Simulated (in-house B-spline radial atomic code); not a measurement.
Configurations of Ge VI (Ge5+), with energies counted from [Ar] 3d9. Level of theory: non-relativistic LDA exchange-only, spin-polarised, spherical fractional occupations, point nucleus; calculated with a radial B-spline atomic code at the basis-set limit. Shells without spins written out take the highest spin.

Occupations are held fixed; configurations that lie above the ionisation limit could autoionise.

```csv
configuration,E - E(ref) (eV),highest orbital,its <r> (bohr)
[Ar] 3d8 4s1,38.364,4s up,1.627
[Ar] 3d8 4p1,50.809,4p up,1.778
[Ne] 3s2 3p5 3d10,84.722,3d down,0.6841
[Ne] 3s2 3p5 3d9 4s1,123.42,4s up,1.625
"[Ne] 3s2 3p(2 up, 3 down) 3d(5 up, 4 down) 4s(1 up, 0 down)",125.26,4s up,1.629
"[Ne] 3s2 3p(3 up, 2 down) 3d(5 up, 4 down) 4f(1 up, 0 down)",169.98,4f up,2.824
```

Question: Order these further configurations by energy, lowest first.
A. [Ar] 3d8 4f1
B. [Ne] 3s2 3p5 3d9 4p1
C. [Ar] 3d(4 up, 4 down) 4p(1 up, 0 down)
D. [Ar] 3d(5 up, 3 down) 4d(0 up, 1 down)
E. [Ar] 3d8 4d1

Answer: C (52.727 eV), E (69.839 eV), D (70.271 eV), A (84.845 eV), B (135.88 eV).

Question: How far above the reference does [Ne] 3s2 3p5 3d9 4d1 lie?

Answer: 154.97 eV; its least bound orbital is 4d up with <r> = 2.18 bohr.
